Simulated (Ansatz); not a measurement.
CH$_{5}$F$_{2}$NOSi (`OC(F)(F)N[SiH3]`) from Hartree–Fock to CCSD(T)

| atom | x (Å) | y (Å) | z (Å) |
| --- | --- | --- | --- |
| O1 | -1.2927 | -0.1192 | 1.7697 |
| C2 | -0.9213 | 0.2143 | 0.5099 |
| F3 | -0.5431 | 1.5225 | 0.4287 |
| F4 | -2.0372 | 0.1530 | -0.2968 |
| N5 | 0.1205 | -0.5812 | 0.0640 |
| Si6 | 1.4158 | -0.0633 | -0.9717 |
| H7 | -2.1525 | 0.2794 | 1.9468 |
| H8 | 0.0365 | -1.5430 | 0.3467 |
| H9 | 2.1402 | -1.3167 | -1.2959 |
| H10 | 2.3306 | 0.8844 | -0.2904 |
| H11 | 0.9032 | 0.5699 | -2.2112 |

The species carries charge 0 and has multiplicity 1. All single points use the PBE0-D4/def2-TZVP geometry. It is one conformer, not always the lowest. Frozen core, restricted reference, Ansatz 0.2.0. CBS rows extrapolate triple and quadruple zeta; past MP2 they add the triple-zeta difference.

```
     basis     HF (Eh)  MP2 corr.
def2-TZVPP  -658.11836   -1.22843
def2-QZVPP  -658.14385   -1.33173
```

Q: Estimate the CCSD correlation energy and the (T) correction in each basis where they were run (hartree).

A: 
```json
{"basis": "def2-TZVPP", "CCSD corr.": "-1.25823", "(T)": "-0.04328"}
{"basis": "CBS(def2)", "CCSD corr.": "-1.43804", "(T)": "as TZ"}
```
